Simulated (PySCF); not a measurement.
Cl⁺ (chlorine, charge +1) across methods

[Ne] 3s2 3p4, high-spin 3P determinant. Computed with PySCF 2.14 in aug-cc-pVTZ-DK (6s5p3d2f, 50 functions), with the spin-free X2C one-electron Hamiltonian (Gaussian nucleus).

| method | E (hartree) | mean ε 3s β (eV) | mean ε 3p α (eV) | mean ε 3p β (eV) | Σ⟨r²⟩ (bohr²) | ⟨S²⟩ |
| --- | --- | --- | --- | --- | --- | --- |
| PBE | -460.9123 | -30.549 | -20.307 | -18.354 | 20.55 | 2.003 |
| TPSS | -461.1189 | -30.740 | -20.499 | -18.594 | 20.48 | 2.004 |
| revPBE | -461.0234 | -30.477 | -20.296 | -18.348 | 20.53 | 2.004 |
| PBE0 | -460.9488 | -32.453 | -22.035 | -19.934 | 20.50 | 2.004 |
| UHF | -460.46269 | -36.801 | -26.344 | -23.629 | 20.63 | 2.011 |
| BP86 | -461.1425 | -30.702 | -20.338 | -18.479 | 20.51 | 2.003 |
| r2SCANh | -461.0634 | -31.442 | -21.484 | -19.295 | 20.48 | 2.006 |
| LDA | -459.5747 | -30.756 | -20.309 | -18.322 | 20.61 | 2.002 |

(1) Estimate the same row for r2SCAN.

## Answers

(1) E (hartree) = -461.0637; mean ε 3s β (eV) = -30.728; mean ε 3p α (eV) = -20.869; mean ε 3p β (eV) = -18.711; Σ⟨r²⟩ (bohr²) = 20.48; ⟨S²⟩ = 2.006.
